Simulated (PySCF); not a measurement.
A structure optimised at PBE0-D3(BJ)/def2-SVP, used in a PySCF frequency run:

```xyz
11

O     -1.8541    -0.7004     1.1381
Si    -0.4076     0.0279     0.8229
F     -0.6747     1.5653     1.2469
N      0.0143    -0.1199    -0.8362
Si     1.5935    -0.3428    -1.5499
H     -1.9682    -1.5938     0.8037
H      0.7265    -0.4683     1.6337
H     -0.7394     0.0842    -1.4906
H      1.5673    -1.4558    -2.5480
H      2.0845     0.8833    -2.2509
H      2.5319    -0.6864    -0.4434
```

Write its SMILES and formula.

O[Si@H](F)N[SiH3], FH6NOSi2

What are its rotational constants (standard atomic weights)?

6.2740, 1.5794, 1.3653 GHz
